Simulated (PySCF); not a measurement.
Cd²⁺ (cadmium, charge +2) across methods

[Kr] 4d9 5p1, one real determinant (an excited configuration). Calculation: PySCF 2.14, in def2-TZVPPD with the def2 core potential (28 electrons) (6s4p3d2f1g, 56 functions); scalar relativity through the core potential.

```
   method  E (hartree)  mean ε 4d α (eV)  mean ε 4d β (eV)  mean ε 5p α (eV)  Σ⟨r²⟩ (bohr²)   ⟨S²⟩
   r2SCAN    -166.2589           -37.056           -36.023           -17.618          32.90  2.001
  r2SCAN0    -166.2303           -39.367           -38.286           -18.243          32.94  2.001
     PBE0    -166.2042           -38.992           -37.982           -18.137          33.06  2.001
CAM-B3LYP    -166.1683           -40.428           -39.483           -19.260          33.08  2.001
      UHF   -165.43666           -45.272           -43.954           -19.565          33.45  2.002
      LDA    -165.8717           -36.723           -35.765           -17.597          33.07  2.000
    TPSSh    -166.1507           -37.490           -36.546           -17.677          33.06  2.001
      PBE    -166.2023           -36.547           -35.622           -17.479          33.07  2.000
```

(1) Estimate the same row for TPSS.

⟨L²⟩ = 8.01 against 12 for a pure F term, so this real determinant mixes terms. Energies and moments cover only the electrons outside the core potential.

Results:

(1) E (hartree) = -166.1441; mean ε 4d α (eV) = -36.510; mean ε 4d β (eV) = -35.601; mean ε 5p α (eV) = -17.414; Σ⟨r²⟩ (bohr²) = 33.06; ⟨S²⟩ = 2.001.
